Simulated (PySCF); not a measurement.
**Spinor energies of Tl³⁺ (thallium, charge +3)**

Start: [Xe] 4f14 5d10. Calculated with PySCF 2.14 in x2c-SVPall-2c with one added diffuse shell each of s, p type (8s12p7d2f, 93 functions): generalised Hartree-Fock with the X2C-1e Hamiltonian and a Gaussian nucleus; one run each with spin-orbit coupling (SO) switched off, then screened by Boettger's factors. This is a chosen level, not necessarily the ground level.

| spinor shell | electrons | ε, spin-free (eV) | ε, screened SO (eV) | weight of nominal j (screened SO) | rms radius, screened SO (bohr) |
| --- | --- | --- | --- | --- | --- |
| 1s1/2 | 2 | -86044.0 | -86007.7 | 1.000 | 0.0184 |
| 2s1/2 | 2 | -15504.6 | -15492.9 | 1.000 | 0.0743 |
| 2p1/2 | 2 | -13357.7 | -14850.2 | 1.000 | 0.0628 |
| 2p3/2 | 4 | -13357.7 | -12778.5 | 1.000 | 0.0710 |
| 3s1/2 | 2 | -3798.1 | -3794.2 | 1.000 | 0.189 |
| 3p1/2 | 2 | -3170.7 | -3505.2 | 1.000 | 0.181 |
| 3p3/2 | 4 | -3170.7 | -3037.8 | 1.000 | 0.197 |
| 3d3/2 | 4 | -2508.2 | -2565.3 | 1.000 | 0.174 |
| 3d5/2 | 6 | -2508.2 | -2466.5 | 1.000 | 0.178 |
| 4s1/2 | 2 | -910.88 | -909.60 | 1.000 | 0.416 |
| 4p1/2 | 2 | -701.55 | -783.75 | 1.000 | 0.420 |
| 4p3/2 | 4 | -701.55 | -668.57 | 1.000 | 0.454 |
| 4d3/2 | 4 | -450.19 | -462.33 | 1.000 | 0.468 |
| 4d5/2 | 6 | -450.19 | -440.92 | 1.000 | 0.474 |
| 5s1/2 | 2 | -182.76 | -182.55 | 1.000 | 0.941 |
| 4f5/2 | 6 | -170.45 | -172.36 | 1.000 | 0.512 |
| 4f7/2 | 8 | -170.45 | -167.94 | 1.000 | 0.514 |
| 5p1/2 | 2 | -123.25 | -138.26 | 1.000 | 1.01 |
| 5p3/2 | 4 | -123.25 | -117.36 | 1.000 | 1.10 |
| 5d3/2 | 4 | -52.087 | -53.330 | 1.000 | 1.42 |
| 5d5/2 | 6 | -52.087 | -51.141 | 1.000 | 1.44 |

| quantity | spin-free | screened SO |
| --- | --- | --- |
| E (hartree) | -20227.22405 | -20261.90940 |
| M_J | 0 | 0 |
| ⟨J²⟩ | 0.000 | 0.000 |
| ⟨L²⟩ | 0.000 | 0.179 |
| ⟨S²⟩ | 0.000 | 0.179 |

Breit and QED terms are absent; they matter most for the inner s and p1/2 levels.

Densities and radii are taken from the X2C orbitals without a picture-change correction, which distorts them close to the nucleus.

Without spin-orbit coupling the j labels of p, d and f shells carry no meaning; the spin-free column gives the mean over the occupied spinors of each nl shell.
